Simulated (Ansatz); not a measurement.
## Molecular dynamics of C2H8N2Si

The input (input.yaml):

```yaml
crystal:
  periodic: [false, false, false]
  atoms:
    - { symbol: "N", position_ang: [-1.822952, -0.724869, 1.378972] }
    - { symbol: C, position_ang: [-0.68385, 0.023585, 1.144979] }
    - { symbol: C, position_ang: [0.417661, -0.779387, 0.609002] }
    - { symbol: Si, position_ang: [0.52467, -0.151821, -1.207347] }
    - { symbol: "N", position_ang: [1.034683, 1.505378, -1.147145] }
    - { symbol: H, position_ang: [-2.586308, -0.058167, 1.608428] }
    - { symbol: H, position_ang: [-1.170438, -0.218465, 2.341395] }
    - { symbol: H, position_ang: [0.266579, -1.877441, 0.612818] }
    - { symbol: H, position_ang: [1.392961, -0.487819, 1.02588] }
    - { symbol: H, position_ang: [1.581447, -0.927948, -1.931273] }
    - { symbol: H, position_ang: [-0.793905, -0.450858, -1.864242] }
    - { symbol: H, position_ang: [1.364011, 1.967968, -1.992334] }
    - { symbol: H, position_ang: [0.49584, 2.144939, -0.564333] }
basis:
  gaussian: { orbitals: def2-mTZVP }
hamiltonian:
  xc: pbe
  dispersion: d4
md:
  timestep: 0.5
  n_steps: 200
  ensemble: nve
  temperature: 300.0
  initial_velocities: maxwell_boltzmann
  seed: 5173
```

Run as:

```bash
$ ansatz run input.yaml --threads 2 --pin off --max-ram 3072MiB --backend cpu --events-out ev --progress --plain --runs-dir out
```

It starts at the highest image of a converged band. Of that band: Neighbouring images differ by up to 2.1 eV, so the band resolves the path poorly. A vibrational analysis at the climbing image gives one clearly imaginary mode, 1493i cm⁻¹: a first-order saddle point.

Output, in part (step lines, the closing report, with atoms numbered from 0):

```
md step     0: t =     0.00 fs  T =   300.0 K  F+E_penalty+E_count = -13049.65882422 eV  E_kin = 0.426558 eV  conserved = -13049.23226622 eV  (31 SCF iters)
[... lines left out ...]
Total energy: -13051.44138794 eV, -479.6316244220 hartree
Atom 0 at    -2.109037    -0.549913     1.372064 Å, force     6.321538    -3.512765     0.621463 eV/Å
Atom 1 at    -0.702288    -0.383049     1.561442 Å, force    -3.185714     2.515979    -2.434134 eV/Å
Atom 2 at     0.409335    -0.797001     0.598813 Å, force     0.479415    -1.477643     0.888672 eV/Å
Atom 3 at     0.563807    -0.071757    -1.218609 Å, force     0.195922     0.323035     0.867034 eV/Å
Atom 4 at     1.074097     1.585411    -1.369628 Å, force     0.712591    -1.136655    -0.204902 eV/Å
Atom 5 at    -1.958818    -1.660967     0.955695 Å, force    -1.231869     3.190120     0.472157 eV/Å
Atom 6 at    -0.269234     0.606316     2.029035 Å, force    -1.480993    -1.420360    -0.081878 eV/Å
Atom 7 at     0.577648    -1.887214     0.373895 Å, force    -0.975221     0.135092     0.033378 eV/Å
Atom 8 at     1.359413    -0.664677     1.157538 Å, force     0.058168     0.635821    -0.352660 eV/Å
Atom 9 at     1.765535    -0.874596    -1.674542 Å, force    -0.386401     0.109260    -0.233271 eV/Å
Atom 10 at    -0.747060    -0.268866    -1.945559 Å, force     0.237997    -0.227528     0.179431 eV/Å
Atom 11 at     2.009510     1.748078    -1.773420 Å, force    -0.745516     0.360570     0.364075 eV/Å
Atom 12 at     0.469371     2.375303    -1.225969 Å, force     0.000084     0.505072    -0.119365 eV/Å
Dipole moment:     0.661045     0.097230    -0.352769 e Å
```

The steps, from the saved trajectory:

```json
{"time (fs)": "0.0", "T (K)": "300", "potential energy less start (eV)": "0.000", "conserved less start (meV/atom)": "0.00"}
{"time (fs)": "3.0", "T (K)": "208", "potential energy less start (eV)": "0.132", "conserved less start (meV/atom)": "0.09"}
{"time (fs)": "6.0", "T (K)": "156", "potential energy less start (eV)": "0.206", "conserved less start (meV/atom)": "0.09"}
{"time (fs)": "9.0", "T (K)": "224", "potential energy less start (eV)": "0.109", "conserved less start (meV/atom)": "0.12"}
{"time (fs)": "12.0", "T (K)": "640", "potential energy less start (eV)": "-0.480", "conserved less start (meV/atom)": "0.26"}
{"time (fs)": "15.0", "T (K)": "1825", "potential energy less start (eV)": "-2.172", "conserved less start (meV/atom)": "-0.27"}
{"time (fs)": "18.0", "T (K)": "2221", "potential energy less start (eV)": "-2.737", "conserved less start (meV/atom)": "-0.35"}
{"time (fs)": "21.0", "T (K)": "1515", "potential energy less start (eV)": "-1.728", "conserved less start (meV/atom)": "0.00"}
{"time (fs)": "24.0", "T (K)": "935", "potential energy less start (eV)": "-0.902", "conserved less start (meV/atom)": "0.07"}
{"time (fs)": "27.0", "T (K)": "915", "potential energy less start (eV)": "-0.873", "conserved less start (meV/atom)": "0.09"}
{"time (fs)": "30.0", "T (K)": "1299", "potential energy less start (eV)": "-1.429", "conserved less start (meV/atom)": "-0.65"}
{"time (fs)": "33.0", "T (K)": "1475", "potential energy less start (eV)": "-1.680", "conserved less start (meV/atom)": "-0.74"}
{"time (fs)": "36.0", "T (K)": "1344", "potential energy less start (eV)": "-1.483", "conserved less start (meV/atom)": "0.07"}
{"time (fs)": "39.0", "T (K)": "1379", "potential energy less start (eV)": "-1.535", "conserved less start (meV/atom)": "-0.13"}
{"time (fs)": "42.0", "T (K)": "1451", "potential energy less start (eV)": "-1.637", "conserved less start (meV/atom)": "-0.06"}
{"time (fs)": "45.0", "T (K)": "1621", "potential energy less start (eV)": "-1.884", "conserved less start (meV/atom)": "-0.42"}
{"time (fs)": "48.0", "T (K)": "968", "potential energy less start (eV)": "-0.947", "conserved less start (meV/atom)": "0.29"}
{"time (fs)": "51.0", "T (K)": "1055", "potential energy less start (eV)": "-1.076", "conserved less start (meV/atom)": "-0.12"}
{"time (fs)": "54.0", "T (K)": "1211", "potential energy less start (eV)": "-1.296", "conserved less start (meV/atom)": "-0.03"}
{"time (fs)": "57.0", "T (K)": "1651", "potential energy less start (eV)": "-1.922", "conserved less start (meV/atom)": "-0.10"}
{"time (fs)": "60.0", "T (K)": "1932", "potential energy less start (eV)": "-2.327", "conserved less start (meV/atom)": "-0.44"}
{"time (fs)": "63.0", "T (K)": "965", "potential energy less start (eV)": "-0.945", "conserved less start (meV/atom)": "0.07"}
{"time (fs)": "66.0", "T (K)": "733", "potential energy less start (eV)": "-0.614", "conserved less start (meV/atom)": "0.12"}
{"time (fs)": "69.0", "T (K)": "1702", "potential energy less start (eV)": "-1.997", "conserved less start (meV/atom)": "-0.25"}
{"time (fs)": "72.0", "T (K)": "2101", "potential energy less start (eV)": "-2.564", "conserved less start (meV/atom)": "-0.24"}
{"time (fs)": "75.0", "T (K)": "1735", "potential energy less start (eV)": "-2.043", "conserved less start (meV/atom)": "-0.13"}
{"time (fs)": "78.0", "T (K)": "1042", "potential energy less start (eV)": "-1.055", "conserved less start (meV/atom)": "0.07"}
{"time (fs)": "81.0", "T (K)": "805", "potential energy less start (eV)": "-0.716", "conserved less start (meV/atom)": "0.16"}
{"time (fs)": "84.0", "T (K)": "1240", "potential energy less start (eV)": "-1.338", "conserved less start (meV/atom)": "-0.03"}
{"time (fs)": "87.0", "T (K)": "1477", "potential energy less start (eV)": "-1.676", "conserved less start (meV/atom)": "-0.20"}
{"time (fs)": "90.0", "T (K)": "1143", "potential energy less start (eV)": "-1.196", "conserved less start (meV/atom)": "0.16"}
{"time (fs)": "93.0", "T (K)": "1529", "potential energy less start (eV)": "-1.748", "conserved less start (meV/atom)": "-0.05"}
{"time (fs)": "96.0", "T (K)": "1966", "potential energy less start (eV)": "-2.372", "conserved less start (meV/atom)": "-0.20"}
{"time (fs)": "99.0", "T (K)": "1753", "potential energy less start (eV)": "-2.068", "conserved less start (meV/atom)": "-0.21"}
```

All steps were run. The conserved energy stayed within 0.74 meV per atom of its start (net change -0.14 meV per atom), so the integration is sound. The system heated up, since it started high on the potential surface and ran downhill. A run of 0.1 ps of so small a system gives no equilibrium averages. The orbitals stay closed-shell, which can raise the energy where a bond breaks towards radicals; this wasn't checked here.

The step under study would form N1–H7 and break C2–H7. These pairs go: N1–H7 1.27 → 2.27 Å, C2–H7 1.31 → 1.18 Å. In the last frame they stand as before the step (other bonds may differ from the relaxed reactants and products). It ends as one piece, C2H8N2Si. Pairs count as bonded within 1.25 times the sum of covalent radii (0.12 Å more for H–H).

Last frame:

```xyz
13
Properties=species:S:1:pos:R:3
N -2.109 -0.550 1.372
C -0.702 -0.383 1.561
C 0.409 -0.797 0.599
Si 0.564 -0.072 -1.219
N 1.074 1.585 -1.370
H -1.959 -1.661 0.956
H -0.269 0.606 2.029
H 0.578 -1.887 0.374
H 1.359 -0.665 1.157
H 1.766 -0.875 -1.675
H -0.747 -0.269 -1.946
H 2.010 1.748 -1.773
H 0.469 2.375 -1.226
```

Time of the run: 5.3 min on 2 threads of Intel(R) Xeon(R) Platinum 8488C (Sapphire Rapids), with other jobs on the host, peak memory 0.18 GiB.
